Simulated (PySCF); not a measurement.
C₄H₁₀S, triplet, at the geometry of the source list (a higher spin typed on purpose: for a closed-shell molecule this is an excited state) (in this run its highest filled SCF level lies above zero, so its values depend strongly on the basis, on diffuse functions most of all); WB97X/STO-3G run with PySCF.

Input for PySCF:
```python
from pyscf import gto, scf, dft

mol = gto.M(
    atom='''
C     2.56440000   -0.11540000    0.11420000
C     1.11170000    0.17840000   -0.20530000
S     0.05090000   -0.28100000    1.21340000
C    -1.54800000    0.38980000    0.64800000
C    -2.16230000   -0.41070000   -0.48500000
H     2.88150000    0.44890000    0.98760000
H     3.19280000    0.15800000   -0.73070000
H     2.69680000   -1.17380000    0.32360000
H     0.95740000    1.24240000   -0.39360000
H     0.78340000   -0.39760000   -1.07100000
H    -1.38760000    1.43110000    0.36450000
H    -2.18300000    0.35660000    1.53280000
H    -2.26390000   -1.45350000   -0.19480000
H    -1.54650000   -0.35710000   -1.37980000
H    -3.14760000   -0.01590000   -0.72410000
''',
    basis='sto-3g',
    spin=2,
    verbose=4,
)

mf = dft.UKS(mol)
mf.xc = 'wb97x'
mf.kernel()
```

Problem. What does PySCF print? Leave out banner, timings and long lists.

Solution. 
```
PySCF version 2.14.0

[INPUT] verbose = 4
[INPUT] num. atoms = 15
[INPUT] num. electrons = 50
[INPUT] charge = 0
[INPUT] spin (= nelec alpha-beta = 2S) = 2
[INPUT] symmetry False subgroup None
[INPUT] Mole.unit = angstrom
[INPUT] Symbol           X                Y                Z      unit          X                Y                Z       unit  Magmom
[INPUT]  1 C      2.564400000000  -0.115400000000   0.114200000000 AA    4.846013673835  -0.218074394775   0.215806723425 Bohr   0.0
[INPUT]  2 C      1.111700000000   0.178400000000  -0.205300000000 AA    2.100808532679   0.337127140622  -0.387960773373 Bohr   0.0
[INPUT]  3 S      0.050900000000  -0.281000000000   1.213400000000 AA    0.096187059740  -0.531013041003   2.292993679547 Bohr   0.0
[INPUT]  4 C     -1.548000000000   0.389800000000   0.648000000000 AA   -2.925296040827   0.736615243355   1.224542528718 Bohr   0.0
[INPUT]  5 C     -2.162300000000  -0.410700000000  -0.485000000000 AA   -4.086154799147  -0.776110519359  -0.916517170414 Bohr   0.0
[INPUT]  6 H      2.881500000000   0.448900000000   0.987600000000 AA    5.445245827934   0.848298057317   1.866293520620 Bohr   0.0
[INPUT]  7 H      3.192800000000   0.158000000000  -0.730700000000 AA    6.033517570511   0.298576727681  -1.380822879220 Bohr   0.0
[INPUT]  8 H      2.696800000000  -1.173800000000   0.323600000000 AA    5.096213412727  -2.218160525014   0.611515373909 Bohr   0.0
[INPUT]  9 H      0.957400000000   1.242400000000  -0.393600000000 AA    1.809223791659   2.347795737160  -0.743796202629 Bohr   0.0
[INPUT] 10 H      0.783400000000  -0.397600000000  -1.071000000000 AA    1.480411445984  -0.751355107127  -2.023896679409 Bohr   0.0
[INPUT] 11 H     -1.387600000000   1.431100000000   0.364500000000 AA   -2.622183970446   2.704387056865   0.688805172404 Bohr   0.0
[INPUT] 12 H     -2.183000000000   0.356600000000   1.532800000000 AA   -4.125272129926   0.673876336020   2.896572203733 Bohr   0.0
[INPUT] 13 H     -2.263900000000  -1.453500000000  -0.194800000000 AA   -4.278150973403  -2.746716922055  -0.368118649065 Bohr   0.0
[INPUT] 14 H     -1.546500000000  -0.357100000000  -1.379800000000 AA   -2.922461451640  -0.674821199082  -2.607444106675 Bohr   0.0
[INPUT] 15 H     -3.147600000000  -0.015900000000  -0.724100000000 AA   -5.948101949681  -0.030046645381  -1.368350686798 Bohr   0.0

nuclear repulsion = 236.329578679108
number of shells = 27
number of NR pGTOs = 117
number of NR cGTOs = 39
basis = sto-3g
ecp = {}

******** <class 'pyscf.dft.uks.UKS'> ********
method = UKS
initial guess = minao
damping factor = 0
level_shift factor = 0
DIIS = <class 'pyscf.scf.diis.CDIIS'>
diis_start_cycle = 1
diis_space = 8
diis_damp = 0
SCF conv_tol = 1e-09
SCF conv_tol_grad = None
SCF max_cycles = 50
direct_scf = True
direct_scf_tol = 1e-13
number electrons alpha = 26  beta = 24
XC library pyscf.dft.libxc version 7.1.2
    S. Lehtola, C. Steigemann, M. J. T. Oliveira, and M. A. L. Marques,  SoftwareX 7, 1–5 (2018)
XC functionals = wb97x
    J.-D. Chai and M. Head-Gordon,  J. Chem. Phys. 128, 084106 (2008)
radial grids:
    Treutler-Ahlrichs [JCP 102, 346 (1995); DOI:10.1063/1.469408] (M4) radial grids

becke partition: Becke, JCP 88, 2547 (1988); DOI:10.1063/1.454033
pruning grids: <function nwchem_prune>
grids dens level: 3
symmetrized grids: False
atomic radii adjust function: <function treutler_atomic_radii_adjust>
small_rho_cutoff = 0
Set gradient conv threshold to 3.16228e-05
tot grids = 173432
init E= -550.541650691322

cycle= 1 E= -550.044942105005  delta_E= 0.497  |g|= 0.143  |ddm|= 3.56

cycle= 2 E= -550.072875938114  delta_E= -0.0279  |g|= 0.0415  |ddm|= 0.35
cycle= 3 E= -550.075226674714  delta_E= -0.00235  |g|= 0.0149  |ddm|= 0.109
cycle= 4 E= -550.075649943331  delta_E= -0.000423  |g|= 0.00688  |ddm|= 0.0483
cycle= 5 E= -550.075714410931  delta_E= -6.45e-05  |g|= 0.00224  |ddm|= 0.0201
cycle= 6 E= -550.075722868001  delta_E= -8.46e-06  |g|= 0.00084  |ddm|= 0.00696
cycle= 7 E= -550.075724109138  delta_E= -1.24e-06  |g|= 0.000338  |ddm|= 0.00352
cycle= 8 E= -550.075724515453  delta_E= -4.06e-07  |g|= 0.000199  |ddm|= 0.00261
cycle= 9 E= -550.07572473067  delta_E= -2.15e-07  |g|= 0.000165  |ddm|= 0.00229
cycle= 10 E= -550.075724884974  delta_E= -1.54e-07  |g|= 0.000139  |ddm|= 0.00207
cycle= 11 E= -550.075725141648  delta_E= -2.57e-07  |g|= 8.81e-05  |ddm|= 0.00487
cycle= 12 E= -550.075725258205  delta_E= -1.17e-07  |g|= 4.98e-05  |ddm|= 0.00392
cycle= 13 E= -550.07572529914  delta_E= -4.09e-08  |g|= 1.93e-05  |ddm|= 0.00269
cycle= 14 E= -550.075725304332  delta_E= -5.19e-09  |g|= 5.13e-06  |ddm|= 0.00129
cycle= 15 E= -550.075725304373  delta_E= -4.09e-11  |g|= 2.79e-06  |ddm|= 0.0002
Extra cycle  E= -550.07572530439  delta_E= -1.66e-11  |g|= 1.51e-06  |ddm|= 1.01e-05
converged SCF energy = -550.07572530439  <S^2> = 2.0046664  2S+1 = 3.0031093
```
